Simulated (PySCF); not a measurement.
**Correlation energy of S⁺ (sulfur, charge +1)**

[Ne] 3s2 3p2 3d1, one real determinant (an excited configuration). All numbers are calculated (PySCF 2.14, the spin-free X2C one-electron Hamiltonian (Gaussian nucleus), in aug-cc-pCVTZ-DK). Frozen: 1s2; 13 electrons correlated.

```csv
level,correlation energy (mhartree)
CCSD,-409.12
(T),-25.05
CCSD(T),-434.17
```

Diagnostics: T1 = 0.013, D1 = 0.0590, largest double amplitude 0.369.

The real determinant used has ⟨L²⟩ near 8 against 12 for a pure F term, so it mixes terms. The outer electron is Rydberg-like, and this basis confines it to a smaller radius and binds it less than a complete one would. A double-excitation amplitude exceeds 0.15, a sign of near-degeneracy.

Cost of the coupled-cluster step: about 26 core-seconds, for 13 correlated electrons.

The reference is one real determinant that mixes LS terms of this configuration.
